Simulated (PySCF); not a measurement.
# Computed records: CH$_{7}$GeNSi

Computed with PySCF 2.14.0. Calculation on a computer-drawn molecule: the log of a Hartree-Fock and frozen-core CCSD(T) single point meant for a local Hartree-Fock minimum, with one planted fault or none, to be diagnosed. Offsets are logged minus clean, where the clean run is the same molecule without the fault. The reference is restricted for singlets and unrestricted otherwise, and also for a bond in bohr or an excited solution. Adding or removing an electron swaps singlet and doublet. The excited solution moves the top pair (singlet) or top alpha electron (doublet) to the lowest empty orbital. Highest occupied and lowest empty are orbital energies over both spins, largest force is the largest gradient component, triples share is (T) over the correlation energy, the T1 limit is 0.02 restricted and 0.045 unrestricted, electrons count all cores, a negative frequency is imaginary (commonest isotopes), and the dipole is about the centre of nuclear charge; on germanium a core potential holds 10 electrons, which the energies leave out, and 3d is frozen in MP2 and coupled-cluster steps.

```xyz
11
formula=CH7GeNSi meant_charge=0 meant_multiplicity=1 meant_basis=cc-pV(D+d)Z meant_basis_and_core_potential_on_germanium=cc-pVDZ-PP_ECP10MDF logged_electrons=66 logged_basis_functions=109 logged_SCF_converged=yes logged_spin_squared=0 logged_highest_occupied=-7.931 logged_lowest_empty=2.8578 logged_largest_force=0.041694 logged_T1_diagnostic=0.014996 logged_D1_diagnostic=0.054434 logged_triples_share=0.033247 logged_CC_converged=yes logged_dipole_magnitude=3.4619 logged_SCF_stable_within_its_kind=yes logged_energy_HF=-678.65236 logged_energy_CCSD(T)=-679.23973 possible_faults=no_fault,one_electron_removed,one_electron_added,multiplicity_raised_by_two,geometry_at_a_saddle_point,SCF_held_on_an_excited_solution,minimal_basis_STO-3G,one_bond_length_entered_in_bohr,all_coordinates_scaled planted_fault=all_coordinates_scaled,by_+5.2_% HF_energy_offset_from_clean_run=17.19 CCSD(T)_energy_offset_from_clean_run=9.108
N     -0.9229    -3.0368    -0.8801
Si     0.4461    -1.9207    -0.7425
C      0.4292    -0.2544    -0.1223
Ge    -1.1541     0.7865     0.5817
H     -0.8291    -4.0129    -1.2606
H     -1.9076    -2.7980    -0.5937
H      1.7145    -2.6378    -1.2632
H      1.4378     0.2850    -0.1256
H     -2.4886    -0.1333     0.5096
H     -1.4435     2.1289    -0.2751
H     -0.9608     1.2408     2.1233
```

Units: logged_highest_occupied, logged_lowest_empty in eV; logged_largest_force in hartree/bohr; logged_dipole_magnitude in debye; logged_energy_HF, logged_energy_CCSD(T) in hartree; HF_energy_offset_from_clean_run, CCSD(T)_energy_offset_from_clean_run in kcal/mol.

Drawn bonds:
```csv
atom,other atom,order
1,2,1
2,3,2
3,4,1
1,5,1
1,6,1
2,7,1
3,8,1
4,9,1
4,10,1
4,11,1
```
